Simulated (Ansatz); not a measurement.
Geometry optimisation, RKS PBE-D4/def2-SVP (Ansatz).

Input file:

```yaml
crystal:
  periodic: [false, false, false]
  atoms:
    - { symbol: B, position_ang: [0.98839, 1.13415, 0.12775] }
    - { symbol: B, position_ang: [0.1082, -0.27355, 0.30691] }
    - { symbol: F, position_ang: [-0.36271, -0.72373, 1.49606] }
    - { symbol: O, position_ang: [0.1, -1.28171, -0.72714] }
    - { symbol: S, position_ang: [-1.37166, -0.68084, -1.0664] }
    - { symbol: H, position_ang: [1.94097, 1.3387, 0.77358] }
    - { symbol: H, position_ang: [0.71924, 1.94293, -0.67351] }
    - { symbol: H, position_ang: [-2.12243, -1.45596, -0.23725] }
basis:
  gaussian: { orbitals: def2-SVP }
hamiltonian:
  xc: pbe
  dispersion: d4
relax:
  f_tol: 0.015
  max_steps: 40
```

Command:

```bash
$ ansatz run input.yaml --threads 1 --pin off --max-ram 2048MiB --backend cpu --events-out ev --progress --plain --runs-dir out
```

Problem. Where does it end, and by what steps?

Solution. The run converged. The force dipped under the threshold on the way, but the program's further checks kept it going. After 28 steps the energy has fallen by 0.623 eV; S5 moved furthest, 1.02 Å. Parted: B2–S5.

| step | energy less start (eV) | largest force component (eV/Å) | accepted |
| --- | --- | --- | --- |
| 0 | 0.0000 | 2.054 | yes |
| 1 | -0.1541 | 1.336 | yes |
| 2 | -0.2114 | 0.549 | yes |
| 3 | -0.2415 | 0.260 | yes |
| 4 | -0.2537 | 0.103 | yes |
| 5 | -0.2736 | 0.148 | yes |
| 6 | -0.2590 | 0.676 | no |
| 7 | -0.2832 | 0.086 | yes |
| 8 | -0.2883 | 0.061 | yes |
| 9 | -0.2939 | 0.141 | yes |
| 10 | -0.3088 | 0.529 | yes |
| 11 | -0.3283 | 0.993 | yes |
| 12 | -0.4496 | 0.674 | yes |
| 13 | -0.4918 | 1.311 | yes |
| 14 | -0.5527 | 0.589 | yes |
| 15 | -0.5772 | 0.478 | yes |
| 16 | -0.5932 | 0.263 | yes |
| 17 | -0.5985 | 0.141 | yes |
| 18 | -0.6017 | 0.321 | yes |
| 19 | -0.6080 | 0.294 | yes |
| 20 | -0.6116 | 0.175 | yes |
| 21 | -0.6132 | 0.149 | yes |
| 22 | -0.6208 | 0.081 | yes |
| 23 | -0.6226 | 0.019 | yes |
| 24 | -0.6223 | 0.131 | no |
| 25 | -0.6229 | 0.009 | yes |
| 26 | -0.6230 | 0.041 | yes |
| 27 | -0.6229 | 0.032 | no |
| 28 | -0.6230 | 0.003 | yes |

```xyz
8
Properties=species:S:1:pos:R:3
B 1.214 1.177 0.271
B -0.020 0.004 0.190
F -0.636 -0.483 1.290
O -0.376 -0.443 -1.045
S -1.596 -1.640 -1.313
H 2.383 0.863 0.400
H 0.971 2.368 0.211
H -1.940 -1.846 -0.004
```

Time of the run: 2.3 min on 1 thread of Arm Neoverse N1, on a shared host, peak memory 0.14 GiB.
